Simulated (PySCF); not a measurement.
## Yb(SH)3: from a saddle point downhill

PySCF 2.14.0, RKS PBE0, Yb lcecp-1-SVP with ECP59, S def2-SVP, H def2-SVP; non-relativistic Hamiltonian with scalar-relativistic core potentials where named; density fitting; no spin-orbit coupling. Relaxed within the symmetry of its start, the geometry (C3v) is

```xyz
7

Yb    0.0000    0.0000   -0.2602
S     2.4462    0.0000    0.4169
H     2.1775    0.0000    1.7429
S    -1.2231    2.1185    0.4169
H    -1.0887    1.8858    1.7429
S    -1.2231   -2.1185    0.4169
H    -1.0888   -1.8857    1.7429
```

and its lowest harmonic modes are -280, -214, -214, 58, 89, 89 cm⁻¹ (negative: unstable). It was moved along the lowest mode and relaxed again, within the group C3 that the move left.

Task: Where does it end, and how much lower?

Result: In C3, nearly C3h, 0.443 eV lower, after 23 steps:
```xyz
7

Yb    0.0000    0.0000    0.8608
S     2.4950   -0.4331    0.8714
H     2.8138    0.8837    0.9147
S    -0.8724    2.3773    0.8714
H    -2.1722    1.9950    0.9147
S    -1.6226   -1.9442    0.8714
H    -0.6416   -2.8787    0.9147
```

Task: How do the contacts change?

Result: 
```
    contact  saddle (Å)  end (Å)
Yb1–S2 (SH)       2.538    2.532
Yb1–S4 (SH)       2.538    2.532
Yb1–S6 (SH)       2.538    2.532
```


Task: Is the end a minimum?

Result: Yes; lowest modes 33, 60, 60, 159, 195, 195 cm⁻¹.

An lcecp potential fixes the number of 4f electrons, so in runs with it no electron can move into or out of that shell.

State: singlet in the valence, with the 4f electrons in the core potential.
